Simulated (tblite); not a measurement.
Question: Write a Z-matrix for `FC(F)(F)C(F)(F)/C=C/[S-]` as optimised with GFN2-xTB. (Charge -1.)

Answer: 
Z-matrix in Å and degrees, rows numbered from 1:
```
F 
C   1  1.3395
F   2  1.3400  1  106.58
F   2  1.3430  1  106.17  3   112.75
C   2  1.5353  1  112.27  3  -123.17
F   5  1.3871  2  106.33  1  -172.66
F   5  1.4089  2  104.97  1   -66.25
C   5  1.4523  2  112.38  1    60.13
C   8  1.3650  5  122.24  2   172.65
S   9  1.6695  8  125.79  5   179.67
H   8  1.0773  5  116.77  2    -8.67
H   9  1.0887  8  117.59  5    -0.81
```

C9 (alkene CH carbon) is planar (angles 125.8°, 117.6° and 116.6°, sum 360.0°, 0.00 Å off the plane of its three neighbours). Of the pairs four or more bonds apart, F1···H11 is among the closest relative to their van der Waals radii: 2.62 Å, 98 % of the sum of Bondi's values. The C–F distances run from 1.339 Å (F1–C2, drawn single) to 1.409 Å (C5–F7, drawn single), a spread of 0.070 Å. The 3 C–C bonds span 1.365 Å (C8=C9, drawn double in one of several resonance forms) to 1.535 Å (C2–C5, drawn single), a spread of 0.170 Å.

The geometry is computed with GFN2-xTB (gas phase).

Its lowest GFN2-xTB frequency is 9i cm⁻¹, too small to tell a flat minimum from a shallow saddle. Torsions: C2–C5–C8–C9 173°.

Run on Arm Neoverse N1, one thread, on a shared host. This is the geometry optimisation.

One conformer stands for the species.
